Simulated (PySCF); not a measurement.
Aminodifluoroborane, BF₂H₂N.
Cartesian coordinates in Å at the PBE0-D3(BJ)/def2-TZVP level; atoms count from 1:
```
atom  x, y, z in Å
N1    -0.722   -0.090    0.140
B2     0.633    0.067   -0.136
F3     1.221    1.255   -0.034
F4     1.385   -0.964   -0.508
H5    -1.303    0.677    0.425
H6    -1.188   -0.975    0.069
```

Computed with PySCF at wB97X-D/pcSseg-2, non-relativistic, on one gas-phase PBE0-D3(BJ)/def2-TZVP geometry that isn't relaxed in the solvent. The solvent is an IEF-PCM continuum (van der Waals radii × 1.2). The model holds no explicit solvent molecules, cavitation or dispersion.

Gas phase at wB97X-D/pcSseg-2: HOMO -10.63 eV, LUMO 2.18 eV, dipole 2.72 D.

**Question.** What does the continuum do to the energy, the frontier levels and the dipole at wB97X-D/pcSseg-2 in chloroform?

**Answer.** 
| solvent | ε | E(solvent) − E(gas) (kcal/mol) | polarisation term (kcal/mol) | distortion of the solute (kcal/mol) | HOMO (eV) | LUMO (eV) | dipole (D) |
| --- | --- | --- | --- | --- | --- | --- | --- |
| chloroform | 4.711 | -3.43 | -3.75 | 0.32 | -10.40 | 2.53 | 3.10 |

Polarisation term: ½ Σ q·V over the induced surface charges. Distortion: the rise of the solute's own energy as its density leaves the gas-phase optimum.

**Question.** Which radius a makes the point-dipole formula ΔE = −[(ε − 1)/(2ε + 1)]·μ²/a³ give the value in chloroform, with the gas-phase dipole?

**Answer.** μ = 1.070 au and |ΔE| = 0.00547 Eh give a = 2.23 Å; the farthest nucleus lies 1.75 Å from the centroid of the nuclei. The formula assumes a rigid point dipole at the centre of a sphere.

**Question.** Give the dipole vector in the frame of the coordinates (D, pointing from negative to positive charge), gas and chloroform.

**Answer.** Gas (-2.65, -0.31, 0.53), solvent (-3.02, -0.35, 0.61). Its length changes by +14 % and its direction by less than 1°.

wB97X-D is run here without its empirical dispersion term; that term would change no orbital, density or response property at a fixed geometry.
